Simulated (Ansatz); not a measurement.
C2H4AlN can be A, `N=[C]1[CH2][AlH]1`, or B, `C=C=[N][AlH2]`.

Gas-phase electronic energies from Ansatz, PBE0-D4/def2-TZVP geometries. CCSD(T)/CBS is the MP2 limit (def2-TZVPP, def2-QZVPP) plus CCSD(T) − MP2 in def2-TZVPP, frozen cores. Functionals use def2-TZVPP. B3LYP here is the variant with VWN-RPA as its local correlation; programs differ in this. One conformer a species, not always the lowest.

A:

Z-matrix (Å, degrees):
```
C
C 1 1.521
Al 1 1.940 2 65.7
H 1 1.103 2 109.2 3 93.7
H 1 1.091 2 120.2 3 -136.8
N 2 1.260 1 133.3 3 155.3
H 3 1.580 1 150.2 2 -179.0
H 6 1.029 2 111.1 1 9.9
```

B:

```xyz
8

C     0.327   -2.080   -0.284
C     0.125   -0.794   -0.108
N    -0.059    0.378    0.051
Al   -0.331    2.108    0.288
H    -0.337   -2.800    0.174
H     1.157   -2.421   -0.886
H    -1.564    2.518    1.179
H     0.682    3.090   -0.414
```

(1) Which is lower in electronic energy at CCSD(T)/CBS, and by how much? (An estimate is asked.)

(2) Give E(B) − E(A) in kcal/mol with CCSD(T)/def2-TZVPP, CCSD(T)/def2-SVP, B3LYP-D4, B3LYP, ωB97M-V, HF/def2-TZVPP, r2SCAN-D4. (An estimate is asked.)

(3) Does the order hold for the free energy at 298.15 K (harmonic terms from PBE0-D4)? (An estimate is asked.)

Largest T1 diagnostic: 0.015.

## Answers

(1) The calculation gave: B, by 46.7 kcal/mol.

(2) Ansatz gave: CCSD(T)/def2-TZVPP -47.6, CCSD(T)/def2-SVP -49.9, B3LYP-D4 -51.6, B3LYP -52.1, ωB97M-V -47.9, HF/def2-TZVPP -60.5, r2SCAN-D4 -48.4. None reverses the order clearly.

(3) Computed: Yes: G(B) − G(A) = -49.0 kcal/mol, for one conformer each.

From PBE to PBE0 (25 % exact exchange), in def2-TZVPP and without D4, E(B) − E(A) moves by −1.4 kcal/mol. At CCSD(T), def2-SVP lies −3.2 kcal/mol from the extrapolated value and def2-TZVPP −0.9 kcal/mol.
